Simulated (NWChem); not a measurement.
System: SiH$_{3}$SF; SMILES F[SiH2]S

```xyz
6

Si    -0.5303    -0.5619    -0.0017
F      0.6692    -1.6559     0.0363
S      0.2117     1.4301     0.0590
H     -1.2905    -0.8130    -1.2535
H     -1.3532    -0.7218     1.2231
H      0.6575     1.4231    -1.2169
```
Atoms are numbered in this order, from 1.

Computed with NWChem. Coordinates come from a PBE0/def2-SVP optimisation. Ions are spin-unrestricted doublets at the neutral geometry; other ion states weren't tried. Functional: LC-ωPBE (HJS hole) with def2-SVP; the question gives the range parameter ω in 1/bohr.

**Question.** Predict the results for range parameter (1/bohr) 0.25. Quantities: vertical ionisation energy, ΔSCF (eV); −ε(HOMO) (eV).

**Answer.** The vertical ionisation energy, ΔSCF (eV) is 10.49 and the −ε(HOMO) (eV) comes out as 9.75.
